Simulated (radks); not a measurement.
Valence configurations of Ti3+ (all share [Ar]). Method: non-relativistic Kohn-Sham, TPSS, spin-polarised, spherical densities, point nucleus; open shells are filled with parallel spins first; meta-GGA in the generalised Kohn-Sham scheme; computed with a radial shooting solver on a logarithmic mesh with Libxc functionals. Energies are relative to 3d1; eigenvalues in eV for spin up.

\begin{tabular}{lrrrrr}
valence & E (eV) & moment (Bohr magnetons) & e(3d) & e(4p) & e(4s) \\ \hline
3d1 & 0.000 & 1 & -35.153 & - & - \\
3d0.5 4s0.5 & 4.901 & 1 & -38.170 & - & -27.599 \\
4s1 & 10.499 & 1 & - & - & -29.408 \\
4p1 & 16.182 & 1 & - & -24.154 & - \\
4s0.5 4p0.5 & 13.356 & 1 & - & -23.906 & -29.595 \\
\end{tabular}

NIST lists [Ar] 3d1 as the ground configuration; this level of theory agrees among the configurations tried. The energies are those of spherical high-spin densities, not of single terms.
